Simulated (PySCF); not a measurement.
**Finite-field polarisability of P (phosphorus, neutral)**

[Ne] 3s2 3p3, high-spin 4S determinant. All numbers are calculated (PySCF 2.14, the spin-free X2C one-electron Hamiltonian (Gaussian nucleus), in aug-cc-pVDZ-DK (5s4p2d, 27 functions)). Frozen: [Ne]. Energy changes in a uniform field (μhartree):

```json
{"axis": "x", "F (au)": "0.0029", "HF": "-103.496", "MP2": "-101.064", "CCSD": "-100.761", "CCSD(T)": "-101.150"}
{"axis": "x", "F (au)": "0.0058", "HF": "-414.152", "MP2": "-404.436", "CCSD": "-403.229", "CCSD(T)": "-404.786"}
```

Problem. Derive α along x at CCSD(T) from the two fields.

Solution. With ΔE = −αF²/2 − γF⁴/24, α = −(16 ΔE(F) − ΔE(2F))/(6F²) = 24.05 bohr³.

Problem. And the mean polarisability at each level?

Solution. HF 24.61, MP2 24.03, CCSD 23.96, CCSD(T) 24.05 bohr³. Reference: 25 ± 1 bohr³ (recommended; Schwerdtfeger and Nagle, table of static dipole polarizabilities (2023 update)).

A double-zeta set is small for polarisabilities.
